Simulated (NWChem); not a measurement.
Molecule: SiHOICl$_{2}$; SMILES O[Si](Cl)(Cl)I

```xyz
6

O     -1.9740    -1.0337     0.0000
Si    -0.3262    -0.8545     0.0000
Cl     0.5163    -1.7463     1.6645
Cl     0.5163    -1.7463    -1.6645
I      0.0961     1.5389     0.0000
H     -2.2911    -1.9565     0.0000
```
Atoms are numbered in this order, from 1.

Computed with NWChem. Medium grid unless said otherwise, to which SCAN and Minnesota functionals are sensitive. Structure relaxed at the PBE-D3(BJ)/def2-SVP level. def2 effective core potentials on I; no spin-orbit coupling. Total energies of different functionals are on different scales.

```
level                                 energy (Ha)  highest occupied level (eV)  orbital gap (eV)  dipole (D)
------------------------------------  -----------  ---------------------------  ----------------  ----------
B3LYP/def2-SVP                         -1583.2982                        -7.67              6.39        1.41
PBE/def2-SVP                           -1582.5491                        -6.77              4.81        1.41
PW6B95/def2-SVP                        -1584.4044                        -8.02              6.97        1.36
LDA (Slater exchange, VWN5)/def2-SVP   -1578.1125                        -6.89              4.73        1.51
r2SCAN/def2-SVP                        -1583.1686                        -7.17              5.40        1.48
LDA (Slater exchange, PW92)/def2-SVP   -1578.0843                        -6.89              4.73        1.51
B97-2/def2-SVP                         -1583.5293                        -7.77              6.57        1.38
CAM-B3LYP/def2-SVP                     -1583.1708                        -9.20              9.23        1.46
```
